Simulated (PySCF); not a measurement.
A structure optimised at PBE0-D3(BJ)/def2-TZVP, used in a PySCF frequency run:

```xyz
6

Al     0.5631     0.1664     0.0000
C     -0.2907    -1.6040     0.0000
H     -0.9287    -1.6904     0.8853
H     -0.9287    -1.6904    -0.8853
H      0.4298    -2.4227     0.0000
F     -0.4610     1.4738     0.0000
```
Charge 0, spin multiplicity 2.

Problem. Write its SMILES, formula and point group.

Solution. [CH3][Al][F], CH3AlF, Cs

Problem. What are its rotational constants (standard atomic weights)?

Solution. 29.803, 5.9178, 5.0947 GHz
